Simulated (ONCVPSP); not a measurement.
## An all-electron radial function and its pseudo partner (germanium (Ge))

Columns: radius, all-electron u(r) and pseudo u(r) of the 3p shell (level -116.58 eV) of germanium in the configuration [Ne] 3s2 3p6 3d10 4s1.5 4p2.5; PW91, scalar-relativistic, ONCV scheme, ONCVPSP 4.0.1.

| r (bohr) | all-electron | pseudo |
| --- | --- | --- |
| 0.068 | -0.5672 | 0.0556 |
| 0.135 | -0.6690 | 0.2092 |
| 0.202 | -0.2411 | 0.4356 |
| 0.270 | 0.3289 | 0.6998 |
| 0.338 | 0.8091 | 0.9534 |
| 0.405 | 1.1258 | 1.1536 |
| 0.473 | 1.2948 | 1.2813 |
| 0.540 | 1.3436 | 1.3264 |
| 0.608 | 1.3122 | 1.3018 |
| 0.675 | 1.2318 | 1.2274 |
| 0.742 | 1.1252 | 1.1237 |
| 0.810 | 1.0058 | 1.0054 |
| 0.878 | 0.8856 | 0.8854 |
| 0.945 | 0.7724 | 0.7722 |
| 1.013 | 0.6664 | 0.6662 |
| 1.080 | 0.5720 | 0.5719 |
| 1.148 | 0.4871 | 0.4870 |
| 1.215 | 0.4139 | 0.4138 |
| 1.283 | 0.3495 | 0.3494 |
| 1.350 | 0.2948 | 0.2948 |
| 1.418 | 0.2474 | 0.2474 |
| 1.485 | 0.2077 | 0.2077 |
| 1.553 | 0.1736 | 0.1735 |
| 1.620 | 0.1452 | 0.1452 |
| 1.688 | 0.1209 | 0.1209 |
| 1.755 | 0.1009 | 0.1009 |

**Question.** How many radial nodes do the two functions have?

**Answer.** The all-electron 3p function has n − l − 1 = 1; the pseudo-wave has 0, since the states of the same l below it are removed with the core.

**Question.** At about which radius was the pseudo-wave matched?

**Answer.** 0.90 bohr. The columns agree to 0.0005 from 0.81 bohr on; several derivatives are matched, so the curves merge somewhat inside the radius.

**Question.** Is the pseudo-wave norm-conserving?

**Answer.** Yes: the ONCV scheme keeps the norm inside the radius equal to the all-electron one, which fixes the energy derivative of the logarithmic derivative at the level.
